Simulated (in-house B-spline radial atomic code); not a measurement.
Zn²⁺. Computed with a B-spline radial atomic code. Model: non-relativistic spherical atom: semilocal Troullier-Martins pseudo-atom, one channel per l, against all electrons, high spin, G0W0 and RPA with empty states to l = 8, local potential for every l without a channel, a model core (radius 0 = none) keeps its share of the functional.

What the tables leave out is listed at the end.

The pseudopotential gives back the lowest level of each angular momentum of its own functional in the configuration it was made in; a second state of the same l is only approximately right. Exact exchange, RPA and GW see the smooth pseudo-orbitals and miss the exchange with the core, for which the functional's share stands in. The column with an uncorrelated core keeps all orbitals and exact exchange, and so separates missing core correlation from pseudisation. Only the three outermost levels and the lowest empty one were computed. RPA here is direct RPA, with no exchange kernel, and its energies carry an (l + 1/2)⁻⁴ tail. A hybrid on a potential with a model core restores only its own semilocal share of the core's exchange.

Command:
```bash
python run_psgw.py task.json out
```
Settings (lengths in bohr, energies in hartree):
```
Z                      30
electrons              28
configuration          [Ar] 3d10
generated_in           [Ar] 3d10 4s2
functional             pbe,pbe
core_shells            4
radius_factor          0.9
core_correction        False
```

Run time, properties included: 14 s on 1 thread of Intel(R) Xeon(R) Platinum 8488C (Sapphire Rapids), on a shared host.

Given: made with PBE; model core radius 0 bohr; local radius 0.746 bohr; mean-field start PBE.

Valence shells of the generating configuration: 3p, 3d, 4s.

Channel: s 1.929, p 0.537, d 1.517 (radii in bohr).

Computed: largest level miss in the spin-unpolarised generating configuration 0.001 eV; valence RPA correlation energy all-electron orbitals -1.1776 hartree; valence RPA correlation energy pseudo -1.2664 hartree; pseudo-atom RPA polarisability 2.7197 bohr³.

```
     level  occupied  mean-field all-electron (eV)  mean-field pseudo minus all (eV)  G0W0 all-electron (eV)  G0W0 uncorrelated core minus all (eV)  G0W0 pseudo minus all (eV)  exchange self-energy all-electron (eV)  exchange self-energy pseudo (eV)
        3d         1                       -31.081                             0.046                 -39.994                                  0.087                       2.012                                 -52.429                           -44.542
4s (empty)         0                       -22.591                             -0.02                 -17.922                                 -0.077                      -1.188                                  -3.732                           -3.8685
```

What is the all-electron RPA polarisability, core included?

2.6435 bohr³.

Given: mean-field start PBE0.

Computed: valence RPA correlation energy all-electron orbitals -1.1289 hartree; valence RPA correlation energy pseudo -1.2256 hartree; all-electron RPA polarisability, core included 2.2237 bohr³.

```tsv
level	occupied	mean-field all-electron (eV)	mean-field pseudo minus all (eV)	G0W0 all-electron (eV)	G0W0 uncorrelated core minus all (eV)	G0W0 pseudo minus all (eV)	exchange self-energy all-electron (eV)	exchange self-energy pseudo (eV)
3d	1	-33.954	0.259	-40.206	0.103	1.504	-52.669	-44.659
4s (empty)	0	-21.013	-0.459	-17.752	-0.069	-1.208	-3.4159	-3.8922
```

What is the pseudo-atom RPA polarisability?

2.342 bohr³.

Given: mean-field start Hartree-Fock.

Computed: valence RPA correlation energy all-electron orbitals -1.0136 hartree; valence RPA correlation energy pseudo -1.1248 hartree; all-electron RPA polarisability, core included 1.5582 bohr³.

```csv
level,occupied,mean-field all-electron (eV),mean-field pseudo minus all (eV),G0W0 all-electron (eV),G0W0 uncorrelated core minus all (eV),G0W0 pseudo minus all (eV),exchange self-energy all-electron (eV),exchange self-energy pseudo (eV)
3d,1,-41.74,1.011,-40.264,0.097,0.691,-53.115,-44.815
4s (empty),0,-16.474,-1.416,-17.355,-0.043,-1.317,-2.4101,-3.7636
```

What is the pseudo-atom RPA polarisability?

1.7367 bohr³.

Among the listed levels the largest G0W0 shift of the pseudo-atom is +2.01 eV, for 3d on the PBE start, while leaving the core uncorrelated moves that level by +0.09 eV. So pseudisation and the lost core exchange, not the missing core correlation, make the error. Not in the tables (levels of low weight, unsolved or above zero; the highest and the empty levels are kept at any weight): on PBE the G0W0 levels 3p (pseudo minus all +4.49 eV, weights 0.10 and 0.54); on PBE0 the G0W0 levels 3p (pseudo minus all +5.48 eV, weights 0.50 and 0.56); on Hartree-Fock the G0W0 levels 3p (pseudo minus all +2.68 eV, weights 0.77 and 0.76).
